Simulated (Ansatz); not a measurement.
`C[O][Al]([OH])[Cl]` + H₂ → `C[O][AlH][Cl]` + H₂O  (hydrogenolysis of the Al–O bond)

Isolated molecules relaxed with PBE0-D4/def2-TZVP in Ansatz; ΔE leaves out vibrations. CBS: MP2 limit from def2 TZ/QZ plus the TZ coupled-cluster correction, frozen cores. This one scheme is used for every species. DFT in def2-TZVPP. B3LYP here is the variant with VWN-RPA as its local correlation; programs differ in this. HSE06 is defined as in plane-wave codes. One conformer a species, not always the lowest.

```json
{"level": "LDA (SPW92)", "ΔE (kJ/mol)": "102.2", "difference from CCSD(T)/CBS": "-5.8"}
{"level": "PBE-D4", "ΔE (kJ/mol)": "102.9", "difference from CCSD(T)/CBS": "-5.1"}
{"level": "revPBE-D4", "ΔE (kJ/mol)": "104.9", "difference from CCSD(T)/CBS": "-3.1"}
{"level": "BLYP-D4", "ΔE (kJ/mol)": "111.2", "difference from CCSD(T)/CBS": "3.2"}
{"level": "B97M-V", "ΔE (kJ/mol)": "100.0", "difference from CCSD(T)/CBS": "-8.0"}
{"level": "PBE0-D4", "ΔE (kJ/mol)": "101.9", "difference from CCSD(T)/CBS": "-6.1"}
{"level": "r2SCANh-D4", "ΔE (kJ/mol)": "113.9", "difference from CCSD(T)/CBS": "5.9"}
{"level": "r2SCAN0-D4", "ΔE (kJ/mol)": "111.8", "difference from CCSD(T)/CBS": "3.8"}
{"level": "HSE06-D4", "ΔE (kJ/mol)": "101.7", "difference from CCSD(T)/CBS": "-6.3"}
{"level": "BHLYP-D4", "ΔE (kJ/mol)": "109.4", "difference from CCSD(T)/CBS": "1.4"}
{"level": "CAM-B3LYP-D4", "ΔE (kJ/mol)": "109.6", "difference from CCSD(T)/CBS": "1.6"}
{"level": "ωB97X-V", "ΔE (kJ/mol)": "106.3", "difference from CCSD(T)/CBS": "-1.7"}
{"level": "ωB97M-V", "ΔE (kJ/mol)": "107.5", "difference from CCSD(T)/CBS": "-0.5"}
{"level": "B2PLYP", "ΔE (kJ/mol)": "110.2", "difference from CCSD(T)/CBS": "2.2"}
{"level": "PBE-QIDH", "ΔE (kJ/mol)": "106.5", "difference from CCSD(T)/CBS": "-1.5"}
{"level": "PBE", "ΔE (kJ/mol)": "100.0", "difference from CCSD(T)/CBS": "-8.0"}
{"level": "revPBE", "ΔE (kJ/mol)": "98.2", "difference from CCSD(T)/CBS": "-9.8"}
{"level": "BLYP", "ΔE (kJ/mol)": "105.4", "difference from CCSD(T)/CBS": "-2.6"}
{"level": "r2SCAN", "ΔE (kJ/mol)": "114.6", "difference from CCSD(T)/CBS": "6.6"}
{"level": "PBE0", "ΔE (kJ/mol)": "99.5", "difference from CCSD(T)/CBS": "-8.5"}
{"level": "B3LYP", "ΔE (kJ/mol)": "105.2", "difference from CCSD(T)/CBS": "-2.8"}
{"level": "r2SCANh", "ΔE (kJ/mol)": "113.1", "difference from CCSD(T)/CBS": "5.1"}
{"level": "HSE06", "ΔE (kJ/mol)": "99.3", "difference from CCSD(T)/CBS": "-8.7"}
{"level": "BHLYP", "ΔE (kJ/mol)": "105.7", "difference from CCSD(T)/CBS": "-2.3"}
{"level": "CAM-B3LYP", "ΔE (kJ/mol)": "107.0", "difference from CCSD(T)/CBS": "-1.0"}
{"level": "LC-ωPBE", "ΔE (kJ/mol)": "103.7", "difference from CCSD(T)/CBS": "-4.3"}
{"level": "RPA@PBE/def2-TZVPP", "ΔE (kJ/mol)": "105.1", "difference from CCSD(T)/CBS": "-2.9"}
{"level": "HF/def2-SVP", "ΔE (kJ/mol)": "92.5", "difference from CCSD(T)/CBS": "-15.5"}
{"level": "MP2/def2-SVP", "ΔE (kJ/mol)": "110.8", "difference from CCSD(T)/CBS": "2.8"}
{"level": "CCSD/def2-SVP", "ΔE (kJ/mol)": "101.1", "difference from CCSD(T)/CBS": "-6.9"}
{"level": "CCSD(T)/def2-SVP", "ΔE (kJ/mol)": "102.2", "difference from CCSD(T)/CBS": "-5.8"}
{"level": "HF/def2-TZVPP", "ΔE (kJ/mol)": "100.2", "difference from CCSD(T)/CBS": "-7.8"}
{"level": "MP2/def2-TZVPP", "ΔE (kJ/mol)": "116.0", "difference from CCSD(T)/CBS": "8.0"}
{"level": "CCSD/def2-TZVPP", "ΔE (kJ/mol)": "106.7", "difference from CCSD(T)/CBS": "-1.3"}
{"level": "CCSD(T)/def2-TZVPP", "ΔE (kJ/mol)": "108.7", "difference from CCSD(T)/CBS": "0.7"}
{"level": "HF/def2-QZVPP", "ΔE (kJ/mol)": "100.4", "difference from CCSD(T)/CBS": "-7.6"}
{"level": "SCS-MP2/def2-QZVPP", "ΔE (kJ/mol)": "112.4", "difference from CCSD(T)/CBS": "4.4"}
{"level": "HF/CBS(def2)", "ΔE (kJ/mol)": "100.5", "difference from CCSD(T)/CBS": "-7.5"}
{"level": "MP2/CBS(def2)", "ΔE (kJ/mol)": "115.3", "difference from CCSD(T)/CBS": "7.3"}
{"level": "CCSD/CBS(def2)", "ΔE (kJ/mol)": "105.9", "difference from CCSD(T)/CBS": "-2.1"}
{"level": "CCSD(T)/CBS", "ΔE (kJ/mol)": "108.0", "difference from CCSD(T)/CBS": "0"}
```

Largest T1 diagnostic among the species: 0.011.

From r2SCAN to r2SCAN0 (25 % exact exchange), in def2-TZVPP and without D4, ΔE moves by −3.7 kJ/mol. At CCSD(T), def2-SVP lies −5.8 kJ/mol from the extrapolated value and def2-TZVPP +0.7 kJ/mol.
